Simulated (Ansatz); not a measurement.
Basis-set extrapolation for CH₄F₂O₂Si (`O[Si](O)(F)CF`) (PBE0-D4/def2-TZVP geometry, frozen core, Ansatz 0.2.0). Multiplicity 1, RHF reference.

```
                      def2-TZVPP   def2-QZVPP
                 HF  -678.108391  -678.136413
    MP2 correlation    -1.257978    -1.367791
CCSD(T) correlation    -1.319357      not run
```

Energies in hartree. Use E(X) = E(∞) + A·exp(−7.88·√X) for Hartree–Fock and E(X) = E(∞) + B·X^(−2.97) for correlation, with X = 3 and 4, and add CCSD(T) minus MP2 of the smaller set to the MP2 limit.

Problem. What is the CCSD(T) energy at the basis-set limit?

Solution. HF limit: -678.136413 + (-0.028022) × 0.13774 = -678.14027. MP2 limit: -1.367791 + (-0.109813) × 0.74074 = -1.44913. Higher-order term: -1.319357 − (-1.257978) = -0.06138. Total: -679.65078 hartree, 140.0 kcal/mol below CCSD(T)/def2-TZVPP.
